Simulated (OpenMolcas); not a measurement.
Pt2+ with 6 ligands (chloride) in octahedral coordination (Oh). A charge of +0.667 e stands 2.8 Å behind each ligand. Ligand basis ANO-RCC-VDZP.

* Program: OpenMolcas 26.06
* Method: SS-CASPT2, IPEA 0.25 Eh, imaginary shift 0.1 Eh (closed shells correlated: 5s 5p and the ligand valence shells)
* Basis: ANO-RCC-VTZP [8s7p5d3f1g]
* Scalar Hamiltonian: DKH2, point nucleus
* Active space: 8 electrons in 5 orbitals (5d)
* State averaging: 2S+1 = 3 even, 10 roots; 2S+1 = 1 even, 15 roots
* Spin-orbit coupling: RASSI with atomic mean-field integrals over the reference wave functions

All ligands move together. At R = 2.4 Å the first state of the same spin is 18170 cm-1, and at R = 2.56 Å it is 12790 cm-1.

**Question.** A third run gives 9950 cm-1. What distance was it run at?

**Answer.** With a power law R^-n the two known points give n = -ln(12790 / 18170) / ln(2.56 / 2.4) = 5.44. Then R = 2.4 × (18170 / 9950)^(1/5.44) = 2.681 Å. The run was at 2.66 Å, so the estimate is off by +0.021 Å.

Roots that are degenerate in the reference are averaged as groups; the widest CASPT2 spread within a group is 480 cm-1 (the 3-fold group of multiplicity 3 near 9950 cm-1 above the lowest state of its run, R = 2.66). Shifts and gaps below about the spread of the groups concerned are not significant. Over all roots computed the reference weight is 0.63 to 0.65 in R = 2.4, 0.64 to 0.65 in R = 2.56, 0.64 to 0.65 in R = 2.66; a low but even weight reflects the number of correlated electrons. Real 4d8 and 5d8 ions are as a rule square planar and diamagnetic. Ligand-to-metal charge-transfer states are missing. With no ligand orbital active B as a rule stays too high, so bands that hang on it stand too high and its fall with covalency is understated. With one d shell and no ligand orbital active, 10Dq can be off by a tenth or more. The least metal-like active orbital is 79 % on the metal (Löwdin) and no ligand orbital is active, so the numbers are rough (holds for R = 2.4). The least metal-like active orbital is 85 % on the metal (Löwdin) and no ligand orbital is active, so the numbers are rough (holds for R = 2.56). These CASPT2 states fit no ligand-field parameters well, so their order and spin gaps are uncertain (holds for R = 2.66). No measured value stands beside these numbers; the geometry was imposed, not optimised, and the real ion may take another.
